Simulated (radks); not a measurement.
The numbers below are computed, except where a source is named.
Problem. Isoelectronic series with 14 electrons, each ion in its NIST ground configuration. Level of theory: Dirac Kohn-Sham, PBE, spin-unpolarised, spherical densities, finite nucleus; open shells fill j = l - 1/2 first; Fermi nuclear charge, rms radius of each element as measured or else 0.836 A^(1/3) + 0.57 fm (a radial shooting solver on a logarithmic mesh with Libxc functionals). Total energies (hartree) and orbital eigenvalues (hartree) (* marks an orbital that is empty in some or all of the ions):

ion    configuration  E (hartree)     3p3/2*      3p1/2      3s1/2
Rb23+   [Ne] 3s2 3p2  -2642.75056  -38.20255  -38.72285  -40.94277
Zr26+   [Ne] 3s2 3p2  -3134.21242  -47.58103  -48.33698  -50.82863
Tc29+   [Ne] 3s2 3p2  -3670.25508  -57.98232  -59.04759  -61.81657
Pd32+   [Ne] 3s2 3p2  -4251.71794  -69.41095  -70.87427  -73.92689
In35+   [Ne] 3s2 3p2  -4879.53682  -81.87201  -83.83918  -87.18249
Te38+   [Ne] 3s2 3p2  -5554.74711  -95.37122  -97.96721  -101.6089
Cs41+   [Ne] 3s2 3p2   -6278.5126  -109.9148  -113.2862  -117.2351
Ce44+   [Ne] 3s2 3p2   -7052.1121  -125.5096  -129.8274  -134.0927
Gd50+   [Ne] 3s2 3p2   -8754.6398  -159.8827  -166.7189  -171.6487

Estimate the row of Pm47+ ([Ne] 3s2 3p2).

Solution. E (hartree) -7876.9700; 3p3/2* -142.1629; 3p1/2 -147.6253; 3s1/2 -152.2175.
